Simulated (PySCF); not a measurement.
Computed IR spectrum (relative IR intensity) of a molecule C₃H₃N₂, multiplicity 2. Coordinates come from a ωB97X-D3(BJ)/def2-SVP optimisation. The values are those of a single conformer. Calculation: ωB97X-D3(BJ)/def2-SVP (PySCF). Harmonic, unscaled wavenumbers; measured fundamentals usually lie a few per cent lower.

ν (cm⁻¹): 532 (w), 632 (vs), 790 (m), 928 (vw), 1037 (w), 1083 (w), 1263 (w), 1472 (w), 1717 (w) (against the strongest line: vs over 80 %, s over 45 %, m over 15 %, w over 4 %, vw less)

### Question
Which structure fits?
(A) [c]1cnc[nH]1
(B) C1=CN=C[N]1
(C) [c]1ccn[nH]1
(D) C1=C[N]N=C1

### Answer
D, C1=C[N]N=C1
